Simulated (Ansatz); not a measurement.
Basis-set extrapolation for C3H5F3O (`FCOC(F)CF`) (PBE0-D4/def2-TZVP geometry, frozen core, Ansatz). Multiplicity 1, RHF reference.

```
                      def2-TZVPP   def2-QZVPP
                 HF  -489.895343  -489.916966
    MP2 correlation    -1.477000    -1.601890
CCSD(T) correlation    -1.556630      not run
```

Energies in hartree. Use E(X) = E(∞) + A·exp(−7.88·√X) for Hartree–Fock and E(X) = E(∞) + B·X^(−2.97) for correlation, with X = 3 and 4, and add CCSD(T) minus MP2 of the smaller set to the MP2 limit.

Task: What is the CCSD(T) energy at the basis-set limit?

Result: HF limit: -489.916966 + (-0.021623) × 0.13774 = -489.91994. MP2 limit: -1.601890 + (-0.124890) × 0.74074 = -1.69440. Higher-order term: -1.556630 − (-1.477000) = -0.07963. Total: -491.69397 hartree, 635.4 kJ/mol below CCSD(T)/def2-TZVPP.
